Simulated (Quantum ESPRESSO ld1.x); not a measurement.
The numbers below are computed, except where a source is named.
Ti, configuration [Ar] 3d2 4s2. Level of theory: non-relativistic Kohn-Sham, LDA (Slater exchange, VWN5 correlation), spin-unpolarised, spherical densities, point nucleus (ld1.x of Quantum ESPRESSO 7.5).

X-ray form factor f0, the Fourier transform of the density (f0(0) = 22):

| sin(theta)/lambda (1/angstrom) | f0 (electrons) |
|---|---|
| 0.05 | 21.205 |
| 0.1 | 19.447 |
| 0.15 | 17.612 |
| 0.2 | 15.981 |
| 0.25 | 14.509 |
| 0.3 | 13.155 |
| 0.4 | 10.843 |
| 0.5 | 9.148 |
| 0.6 | 8.000 |
| 0.8 | 6.646 |
| 1 | 5.709 |
| 1.25 | 4.611 |
| 1.5 | 3.621 |
| 2 | 2.268 |
